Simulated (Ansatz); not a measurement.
The lowest singlet and triplet of SH (SMILES [SH+]); geometries from B3LYP-D3(BJ)/def2-TZVP, each state relaxed from the structure named, with no frequency check, low spin by broken symmetry.
Singlet (charge 1, multiplicity 1):
```tsv
atom	x (Å)	y (Å)	z (Å)
S	0.0000	0.0000	-0.0807
H	0.0000	0.0000	1.2908
```

A positive gap puts the triplet lower; no zero-point energy. R- takes a restricted singlet, here one determinant of a half-filled degenerate or near-degenerate pair, which mixes singlet states. The triplet is unrestricted in single-reference levels. Active spaces average the two states.

Cores are frozen in the correlated methods.

The values were computed with Ansatz (an electronic-structure program) with Gaussian orbitals. 

Problem. Give the gap E(singlet) − E(triplet), vertical, at the singlet's geometry at the level R-wB97M-V/def2-TZVPP.

Solution. 156 kJ/mol

Problem. What is the computed gap E(singlet) − E(triplet), vertical, at the singlet's geometry (R-CCSD/cc-pV(T+d)Z)?

Solution. 159 kJ/mol

Problem. Give the gap E(singlet) − E(triplet), vertical, at the singlet's geometry at the level FIC-MRCISD+Q on SA-CASSCF(6,5)/cc-pV(Q+d)Z.

Solution. 119 kJ/mol

Doubts at one or more of the structures used: a restricted determinant that unrestricted orbitals would lower (R-wB97M-V/def2-TZVPP, R-CCSD/cc-pV(T+d)Z).
